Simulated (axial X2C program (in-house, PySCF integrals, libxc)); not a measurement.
## Excited states of YBr by EOM-EE-CCSD

Calculated with an in-house all-electron X2C program for linear molecules (integrals from PySCF): two-component X2C with atomic mean-field Coulomb and Gaunt terms, Gaussian nuclei, basis Y dyall-acv3z, Br dyall-acv3z with contracted cores.

R = 2.532 Å (near the PBE0 minimum at charge 0 of the determinant lowest at the starting distance; the state shown can have its own minimum elsewhere).

Hartree–Fock spinors of YBr (one of each Kramers pair; a window near the gap, which can cut inner shells):

| ω | occupied | ε (eV) | character |
| --- | --- | --- | --- |
| 1/2 | yes | -27.20 | 73% Br s, 8% Y d, 8% Y p |
| 1/2 | yes | -12.33 | 80% Br p, 8% Y d, 3% Y s |
| 1/2 | yes | -11.46 | 79% Br p, 8% Y d, 6% Y f |
| 3/2 | yes | -11.17 | 78% Br p, 8% Y d, 6% Y f |
| 1/2 | yes | -6.11 | 66% Y s, 12% Y d, 10% Y p |
| 1/2 | no | 0.14 | 89% Y p, 8% Y d, 3% Br p |
| 3/2 | no | 0.16 | 90% Y p, 8% Y d, 2% Br p |
| 1/2 | no | 0.21 | 74% Y p, 16% Y s, 9% Y d |
| 1/2 | no | 0.43 | 79% Y s, 18% Y p |
| 1/2 | no | 0.55 | 85% Y p, 12% Y d, 2% Br p |
| 3/2 | no | 0.56 | 84% Y p, 13% Y d, 2% Br p |

Vertical excitation energies from the closed-shell determinant state of YBr:

| Ω | excitation (eV) | cm⁻¹ | hole of the leading pair | particle of the leading pair | weight of the pair (for Ω = 0 its time-reversed partner can hold as much again) | singles weight |
| --- | --- | --- | --- | --- | --- | --- |
| 0⁻ | 1.425 | 11496 | 65% Y sσ, 12% Y dσ, 10% Y pσ | 35% Y dσ, 24% Y pσ, 18% Y pπ | 0.49 | 0.98 |
| 1 | 1.439 | 11607 | 65% Y sσ, 12% Y dσ, 10% Y pσ | 44% Y dσ, 30% Y pσ, 10% Y pπ | 0.82 | 0.98 |
| 2 | 1.487 | 11995 | 65% Y sσ, 12% Y dσ, 10% Y pσ | 53% Y dπ, 43% Y pπ | 0.97 | 0.98 |
| 0⁺ | 1.492 | 12031 | 65% Y sσ, 12% Y dσ, 10% Y pσ | 50% Y pπ, 47% Y dπ | 0.49 | 0.98 |
| 1 | 1.515 | 12220 | 65% Y sσ, 12% Y dσ, 10% Y pσ | 29% Y dσ, 24% Y pπ, 22% Y dπ | 0.60 | 0.98 |
| 0⁻ | 1.534 | 12375 | 65% Y sσ, 12% Y dσ, 10% Y pσ | 32% Y pπ, 30% Y dπ, 20% Y dσ | 0.49 | 0.98 |
| 1 | 1.587 | 12804 | 65% Y sσ, 13% Y dσ, 10% Y pσ | 96% Y dδ | 0.96 | 0.98 |
| 2 | 1.599 | 12899 | 65% Y sσ, 13% Y dσ, 10% Y pσ | 94% Y dδ | 0.52 | 0.98 |
| 3 | 1.610 | 12989 | 65% Y sσ, 13% Y dσ, 10% Y pσ | 97% Y dδ | 0.98 | 0.98 |

This point took 2 min on 1 thread of Arm Neoverse N1, with other jobs on the host.

Reference electrons by ω block (each with its −ω partner): 1/2: 25, 3/2: 10, 5/2: 2. 18 electrons of YBr correlated (inner shells frozen), 84 natural virtual spinors (a truncated set); levels can be off by some tenths of an eV. Roots sought by Ω: (0: 5, 1: 4, 2: 3, 3: 1); rows need 60 % singles weight and stop where some Ω has no more roots. Missing are any skipped roots, higher Ω and states of a further excitation; these come out far too high here and may in truth be low or lowest. T1 of the reference 0.014 (Lee–Taylor). Number of frozen shells: Y 3 s, 2 p, 1 d; Br 3 s, 2 p, 1 d.
